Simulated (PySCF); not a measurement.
CsF, SMILES [Cs][F]. The structure is a stationary point at B3LYP-D3(BJ)/def2-TZVPD. The def2 effective core potentials stand for the cores of Cs; spin–orbit coupling is left out.

Computed equilibrium geometry at B3LYP-D3(BJ)/def2-TZVPD (PySCF confirms it by a frequency run) as Cartesian coordinates in Å, and its point group:
point group C∞v.
```xyz
2

Cs     0.0000     0.0000    -0.3399
F      0.0000     0.0000     2.0769
```
Charge 0, spin multiplicity 1.
